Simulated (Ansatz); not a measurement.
Z-matrix (Å, degrees):
```
Si
Al 1 2.485
Al 1 2.434 2 85.2
F 1 1.614 2 122.3 3 118.8
H 1 1.495 2 116.5 3 -106.6
Cl 2 2.507 1 84.8 3 19.5
H 2 1.586 1 120.4 3 118.9
H 2 1.589 1 114.2 3 -79.1
H 3 1.582 1 155.7 2 146.3
```

Total charge 0; spin multiplicity 1.

Q: List the PBE/def2-TZVPP orbital energies in eV (Ansatz). (Best estimate.)

A: Computed: Occupied: -2739.87, -1780.39, -1507.97, -1506.49, -659.83, -250.44, -191.06, -191.02, -190.98, -138.04, -108.17, -106.74, -94.83, -94.77, -94.71, -70.27, -70.14, -69.98, -68.83, -68.66, -68.60, -29.45, -21.17, -13.50, -11.49, -11.02, -10.63, -10.36, -9.78, -9.18, -8.91, -8.59, -7.37, -6.92, -5.87. Lowest empty: -3.26, -2.18, -1.24, -0.78, -0.57, -0.12, 0.60, 0.89.
